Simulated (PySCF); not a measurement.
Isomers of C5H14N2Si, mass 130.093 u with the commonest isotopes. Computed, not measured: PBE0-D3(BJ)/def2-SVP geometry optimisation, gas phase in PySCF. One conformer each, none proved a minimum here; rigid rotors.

Problem. Order these by rotational constant A, largest first.
A. `[NH2:1][CH2:2][C@@H:3]1[CH2:4][CH2:5][N:6]([SiH3:7])[CH2:8]1` with H–N1–C2–C3 -64° and 179°, N1–C2–C3–C4 -173°, C2–C3–C4–C5 -146°, C3–C4–C5–N6 36°, C4–C5–N6–Si7 156°, C5–N6–C8–C3 24°
B. `[CH3:1][CH:2]([CH3:3])[N:4]1[CH2:5][CH2:6][NH:7][SiH2:8]1` with C1–C2–N4–C5 -69°, C2–N4–C5–C6 -173°, N4–C5–C6–N7 -39°, C5–C6–N7–Si8 32°, C6–N7–Si8–N4 -14°
C. `[CH3:1][NH:2][C@H:3]1[CH2:4][CH2:5][N:6]([SiH3:7])[CH2:8]1` with C1–N2–C3–C4 66°, N2–C3–C4–C5 140°, C3–C4–C5–N6 7°, C4–C5–N6–Si7 168°, C5–N6–C8–C3 40°

Solution. C (4653 MHz), A (3227 MHz), B (2915 MHz).

Problem. Order these by dipole moment, smallest first.
A. `[CH3:1][NH:2][C@H:3]1[CH2:4][CH2:5][N:6]([SiH3:7])[CH2:8]1` with C1–N2–C3–C4 66°, N2–C3–C4–C5 140°, C3–C4–C5–N6 7°, C4–C5–N6–Si7 168°, C5–N6–C8–C3 40°
B. `[CH3:1][CH:2]([CH3:3])[N:4]1[CH2:5][CH2:6][NH:7][SiH2:8]1` with C1–C2–N4–C5 -69°, C2–N4–C5–C6 -173°, N4–C5–C6–N7 -39°, C5–C6–N7–Si8 32°, C6–N7–Si8–N4 -14°
C. `[NH2:1][CH2:2][C@@H:3]1[CH2:4][CH2:5][N:6]([SiH3:7])[CH2:8]1` with H–N1–C2–C3 -64° and 179°, N1–C2–C3–C4 -173°, C2–C3–C4–C5 -146°, C3–C4–C5–N6 36°, C4–C5–N6–Si7 156°, C5–N6–C8–C3 24°

Solution. B (0.84 D), C (1.13 D), A (1.65 D).

Problem. Order these by radius of gyration √(Σ m r²/M), smallest first.
A. `[CH3:1][N:2]([CH3:3])[C@H:4]1[CH2:5][CH2:6][NH:7][SiH2:8]1` with C1–N2–C4–C5 61°, N2–C4–C5–C6 164°, C4–C5–C6–N7 -42°, C5–C6–N7–Si8 24°, C6–N7–Si8–C4 -1°
B. `[CH3:1][NH:2][C@H:3]1[CH2:4][CH2:5][N:6]([SiH3:7])[CH2:8]1` with C1–N2–C3–C4 66°, N2–C3–C4–C5 140°, C3–C4–C5–N6 7°, C4–C5–N6–Si7 168°, C5–N6–C8–C3 40°
C. `[NH2:1][CH2:2][C@@H:3]1[CH2:4][CH2:5][N:6]([SiH3:7])[CH2:8]1` with H–N1–C2–C3 -64° and 179°, N1–C2–C3–C4 -173°, C2–C3–C4–C5 -146°, C3–C4–C5–N6 36°, C4–C5–N6–Si7 156°, C5–N6–C8–C3 24°
D. `[CH3:1][CH:2]([CH3:3])[N:4]1[CH2:5][CH2:6][NH:7][SiH2:8]1` with C1–C2–N4–C5 -69°, C2–N4–C5–C6 -173°, N4–C5–C6–N7 -39°, C5–C6–N7–Si8 32°, C6–N7–Si8–N4 -14°

Solution. D (2.019 Å), A (2.068 Å), C (2.279 Å), B (2.332 Å).

```tsv
SMILES	point group	Ia (u·Å²)	Ib (u·Å²)	Ic (u·Å²)	κ	μa (D)	μb (D)	μc (D)
CC(C)N1CCN[SiH2]1	C1	173.39	402.41	484.43	-0.77	0.27	0.61	0.51
CN[C@H]1CCN([SiH3])C1	C1	108.62	617.95	688.90	-0.96	1.20	1.03	0.45
NC[C@@H]1CCN([SiH3])C1	C1	156.62	543.06	651.43	-0.87	0.79	0.02	0.81
CN(C)[C@H]1CCN[SiH2]1	C1	170.76	400.33	541.36	-0.68	0.35	0.76	0.65
```
